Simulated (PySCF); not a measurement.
SrCl, SMILES [Cl][Sr+], charge +1.

Geometry optimised at r2SCAN-D4/def2-TZVPD. The spin state was assumed, not searched. The def2 effective core potentials stand for the cores of Sr; spin–orbit coupling is left out.

These are PBE/def2-TZVPD run with PySCF values and carry that method's errors.

Gas-phase values at a fixed geometry.

Question: Estimate the frontier levels, gap, dipole moment and polarisability. (Estimate from the structure and the level; the computed values follow.)

Answer: 
The highest occupied level comes out as -11.29 eV. The lowest empty level is -7.59 eV and the orbital gap is 3.70 eV. The dipole moment about the centre of nuclear charge is 1.870 e·Å and the mean static polarisability is 36.0 bohr³ (5.34 Å³). The polarisability, principal values comes out as 26.6, 26.6, 54.9 bohr³.
